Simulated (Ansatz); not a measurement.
A basis-limit estimate, worked out

An elementary step of BH$_{5}$O$_{3}$, singlet (BH₃O₂ ([OH][BH][OH]) + H₂O → BH₃O₃ ([OH][B]([OH])[OH]) + H₂; B–H, H–O broken or loosened, B–O, H–H formed or tightened). “Start” and “end” are the PBE0-D4/def2-TZVP structures reached by relaxing down either side of its saddle point, with the molecules still in contact.

Ansatz 0.2.0; basis: def2-TZVPP and def2-QZVPP; cores frozen in the correlated methods.

Energies in eV:

| quantity | end | start |
| --- | --- | --- |
| Hartree–Fock, triple zeta (X = 3) | -6869.42251 | -6868.49454 |
| Hartree–Fock, quadruple zeta (X = 4) | -6869.76915 | -6868.84394 |
| MP2 correlation, X = 3 | -23.03403 | -23.03824 |
| MP2 correlation, X = 4 | -24.87317 | -24.88774 |
| CCSD(T) correlation, X = 3 | -24.28669 | -24.31169 |

Question: Work out the step energy at the basis limit: extrapolate Hartree–Fock as E(X) = E∞ + A exp(−7.88 √X) and the MP2 correlation as E(X) = E∞ + B X^−2.97 (the exponents that Neese and Valeev fitted for def2-TZVPP and QZVPP), then add CCSD(T) − MP2 in triple zeta.

Answer: Each step is linear, so take the differences first (end − start): Hartree–Fock -0.92797 (X = 3) and -0.92521 (X = 4); MP2 correlation 0.00421 and 0.01457; CCSD(T) correlation 0.02500.
Two points give E∞ = E(4) + w [E(4) − E(3)], with w = 1/(exp(7.88 (2 − √3)) − 1) = 0.1377 for Hartree–Fock and w = 1/((4/3)^2.97 − 1) = 0.7407 for the correlation.
Hartree–Fock: -0.92521 + 0.1377 × 0.00276 = -0.9248 eV.
MP2 correlation: 0.01457 + 0.7407 × 0.01036 = 0.0222 eV.
CCSD(T) − MP2: 0.02500 − 0.00421 = 0.0208 eV.
Sum: -0.9248 + 0.0222 + 0.0208 = -0.8818 eV, or -20.33 kcal/mol. Plain CCSD(T) in triple zeta gives -0.9030 eV, so the larger basis shifts the result by 0.0212 eV.

T1 diagnostic: at most 0.013.

The step is the kind of ligand exchange by which a precursor binds to a hydroxyl group, or is hydrolysed, in atomic layer deposition of oxides.

Labels in which every atom is bracketed show which atoms are joined, not bond orders.

For scale, one of the runs: CCSD(T)/def2-TZVPP, 194 basis functions, launched by `ansatz run in.yaml --threads 4 --pin off --events-out ev --progress --plain --max-ram 9574MiB`. The run took 31 s on 4 CPU threads of an Intel Xeon Platinum 8259CL (shared host), with 2.5 GiB of host memory at its peak.
